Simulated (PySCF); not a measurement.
Molecule: C₄H₃OSe, net charge -1, singlet state. It need not be the lowest isomer of its formula. Whether it binds its extra electron was not tested at this geometry. SMILES: [se]1cc([c-]c1)O
Coordinates optimised at B3LYP-D3(BJ)/def2-TZVP (Ansatz):
```
C
C 1 1.3610
H 2 1.0800 1 127.45
O 1 1.3890 2 121.08 3 0.00
H 4 0.9695 1 101.48 2 -180.00
C 1 1.4385 2 120.38 3 -180.00
C 6 1.3391 1 110.40 2 0.00
H 7 1.0815 6 131.36 1 -180.00
Se 2 1.8822 3 121.50 1 180.00
```
Charge -1, spin multiplicity 1.

Dispersion corrections to the total energy (kcal/mol) from the dftd3 and dftd4 libraries through PySCF: D3(BJ) without and D4 with the three-body term, each with the damping fitted for the functional named.

```tsv
functional	D3(BJ)	D4
BP86	-9.82	-9.05
revPBE	-14.59	-21.14
PW6B95	___	-5.95
B3LYP	-10.61	___
TPSSh	-6.85	___
B2GP-PLYP	-4.54	-2.82
r2SCAN	-1.57	-1.58
```

Fill in the missing entries.


- PW6B95, D3(BJ): -3.18
- B3LYP, D4: -10.97
- TPSSh, D4: -8.23
